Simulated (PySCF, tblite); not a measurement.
Isomers of C4H14OSSi2, one GFN2-xTB conformer each. Single-point energies are computed at PBE0/pcSseg-1 (PySCF, gas phase, no added dispersion term), electronic only.

**Question.** Rank them by PBE0/pcSseg-1 energy, lowest first (kcal/mol).
A. `[CH3:1][S@@:2](=[O:3])[CH2:4][CH2:5][CH:6]([SiH3:7])[SiH3:8]` with C1–S2–C4–C5 -72°, S2–C4–C5–C6 -164°, C4–C5–C6–Si7 -63°
B. `[CH3:1][CH2:2][Si@@:3]([OH:4])([CH2:5][SiH3:6])[S:7][CH3:8]` with C1–C2–Si3–O4 -173°, C2–Si3–O4–H -54°, C2–Si3–C5–Si6 -58°, C2–Si3–S7–C8 174°

**Answer.** B (0.0), A (101.4).

As drawn, the lower has an O–H bond and an Si–O bond, which the higher lacks; the higher has an S=O bond, which the lower lacks. GFN2-xTB itself gives, in the same order: 0.0, 52.0. Both levels put the same isomer lowest.

**Question.** Which frontier levels, dipoles and rotational constants go with these structures?

**Answer.** 
| SMILES | HOMO (eV, PBE0/pcSseg-1) | LUMO (eV) | dipole (D) | A, B, C (MHz) |
| --- | --- | --- | --- | --- |
| CC[Si@@](O)(C[SiH3])SC | -6.66 | 0.60 | 0.81 | 1396, 802.2, 636.0 |
| C[S@@](=O)CCC([SiH3])[SiH3] | -6.68 | 0.32 | 3.17 | 1829, 598.6, 492.8 |

**Question.** What happens when harmonic zero-point energies from GFN2-xTB frequencies are added?

**Answer.** 
| SMILES | ZPE (kcal/mol) | electronic (kcal/mol) | with ZPE (kcal/mol) |
| --- | --- | --- | --- |
| CC[Si@@](O)(C[SiH3])SC | 105.9 | 0.0 | 0.0 |
| C[S@@](=O)CCC([SiH3])[SiH3] | 101.7 | 101.4 | 97.2 |

The zero-point energies span 4.2 kcal/mol. The order is unchanged.
